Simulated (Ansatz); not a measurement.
Consider the isomerisation: `OC[Te][GeH3]` → `[CH3][GeH]([OH])[TeH]`.

Gas-phase electronic energies from Ansatz, PBE0-D4/def2-TZVP geometries. CBS: MP2 limit from def2 TZ/QZ plus the TZ coupled-cluster correction, frozen cores. Functionals use def2-TZVPP. B3LYP here is the variant with VWN-RPA as its local correlation; programs differ in this. def2 core potentials past Kr. For Ge, Te outer-core shells are correlated without core-valence functions, which leaves a few kJ/mol of doubt a bond. Scalar relativity is left out up to krypton. One conformer a species, not always the lowest.

```tsv
level	ΔE (kJ/mol)	difference from CCSD(T)/CBS
r2SCAN-D4	-157.7	3.5
PBE0-D4	-152.5	8.7
ωB97X-V	-159.5	1.7
ωB97M-V	-160.9	0.3
B2PLYP	-161.7	-0.5
PBE	-145.3	15.9
r2SCAN	-157.6	3.6
PBE0	-152.5	8.7
B3LYP	-154.1	7.1
HF/def2-TZVPP	-168.7	-7.5
SCS-MP2/def2-TZVPP	-168.3	-7.1
CCSD(T)/def2-TZVPP	-164.7	-3.5
MP2/def2-QZVPP	-169.5	-8.3
SCS-MP2/def2-QZVPP	-166.7	-5.5
MP2/CBS(def2)	-168.2	-7.0
CCSD/CBS(def2)	-163.5	-2.3
CCSD(T)/CBS	-161.2	0
```

Largest T1 diagnostic among the species: 0.011.

From PBE to PBE0 (25 % exact exchange), in def2-TZVPP and without D4, ΔE moves by −7.2 kJ/mol.
